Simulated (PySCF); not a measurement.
B3LYP has the VWN-RPA correlation part, as in Gaussian. Excitations are Tamm–Dancoff values on a coarser integration grid. The basis has no diffuse functions, so Rydberg states are missing or too high.

Z-matrix (Å, degrees):
```
In
O 1 1.9883
H 2 0.9639 1 111.97
O 1 1.9883 2 120.01 3 -180.00
H 4 0.9639 1 111.97 2 0.00
O 1 1.9883 2 120.01 3 0.00
H 6 0.9639 1 111.96 2 180.00
```
Charge 0, multiplicity 1.

**Question.** What brightest of the four lowest singlets (TDA), total energy, LUMO, HOMO and T1 excitation (TDA) does PySCF with B3LYP-D3(BJ)/def2-TZVP give?

**Answer.** 
```
Quantity                                           Result
-------------------------------------------  ------------
brightest of the four lowest singlets (TDA)       5.78 eV
total energy                                 -11369.89 eV
LUMO                                             -2.37 eV
HOMO                                             -8.40 eV
T1 excitation (TDA)                               4.37 eV
```
